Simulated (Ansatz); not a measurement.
`B[CH]([GeH3])Br` + HCl → `Cl[CH]([GeH3])Br` + BH₃ at 298.15 K and 1 bar (substitution at a C–B bond).

Gas-phase electronic energies from Ansatz, PBE0-D4/def2-TZVP geometries. CBS: MP2 limit from def2 TZ/QZ plus the TZ coupled-cluster correction, frozen cores. This one scheme is used for every species. For Br, Ge outer-core shells are correlated without core-valence functions, which leaves a few kJ/mol of doubt a bond. Scalar relativity is left out up to krypton.

```json
{"species": "`B[CH]([GeH3])Br`", "CCSD(T)/CBS energy (Eh)": "-4715.86065", "H − E (kJ/mol)": "182.0", "S (J/(mol·K))": "355.9"}
{"species": "HCl", "CCSD(T)/CBS energy (Eh)": "-460.38127", "H − E (kJ/mol)": "26.6", "S (J/(mol·K))": "186.8"}
{"species": "`Cl[CH]([GeH3])Br`", "CCSD(T)/CBS energy (Eh)": "-5149.64977", "H − E (kJ/mol)": "128.9", "S (J/(mol·K))": "352.4"}
{"species": "BH₃", "CCSD(T)/CBS energy (Eh)": "-26.55200", "H − E (kJ/mol)": "78.7", "S (J/(mol·K))": "188.3"}
```

H − E and S are ideal-gas, rigid-rotor, harmonic terms from PBE0-D4/def2-TZVP, for one conformer and one mirror image of each species. 1 Eh = 2625.50 kJ/mol, R = 8.31446 J/(mol·K).

Q: By hand: ΔE, ΔH, ΔS and ΔG.

A: ΔE = (-5149.64977) + (-26.55200) − (-4715.86065) − (-460.38127) = 0.04015 Eh = 105.4 kJ/mol. Δ(H − E) = 128.9 + 78.7 − 182.0 − 26.6 = -1.0, so ΔH = 104.4 kJ/mol. ΔS = 352.4 + 188.3 − 355.9 − 186.8 = -2.0 J/(mol·K). ΔG = 104.4 − 298.15 × (-2.0)/1000 = 105.0 kJ/mol.

Q: By hand: the equilibrium constant, and the temperature at which ΔG would vanish if ΔH and ΔS stayed fixed.

A: log₁₀ K = −ΔG/(RT ln 10) = -18.4. ΔH and −TΔS have one sign here, so there is no such temperature.

The number of gas molecules stays the same, so ΔS is small and ΔH decides. A doubt of 5 kJ/mol in ΔE shifts log₁₀ K by 0.9 here. Other conformers and mirror images would add mixing entropy, several J/(mol·K) or more a flexible species. These are equilibria of isolated gas molecules and say nothing of rates. Largest T1 diagnostic: 0.010 (customary marks: 0.02 for closed shells, 0.045 for open ones).

ΔS is within the doubt of such terms, so its sign, and with it that verdict, could turn.
